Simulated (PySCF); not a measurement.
Fractional electron number in Li⁺ (lithium, charge +1)

The 1s beta orbital of 1s2 is emptied in steps (occupation f), with all orbitals relaxed, ending at 1s1. All numbers are calculated (PySCF 2.14, the spin-free X2C one-electron Hamiltonian (Gaussian nucleus), in jorge-DZP-DKH (4s2p1d, 15 functions)). The exact energy is a straight line in f; departures are measured from the line between the end points of the same method.

| f | UHF (eV) |
| --- | --- |
| 1 | 0.000 |
| 0.8 | 0.222 |
| 0.6 | 0.318 |
| 0.4 | 0.304 |
| 0.2 | 0.194 |
| 0 | 0.000 |

Q: For UHF, how does the orbital energy at f = 1 compare with the removal energy?

A: −ε = 75.985 eV against a total-energy difference of 74.534 eV. By Janak's theorem ε = ∂E/∂f, so the gap between them reflects the curvature. Along the path −ε is 75.314 (f = 0.8), 74.728 (f = 0.6), 74.215 (f = 0.4), 73.765 (f = 0.2) eV.

Reference removal energy between the ground levels: 75.640 eV (theoretical estimate listed by NIST; NIST Atomic Spectra Database, ionization energies). UHF lacks correlation.
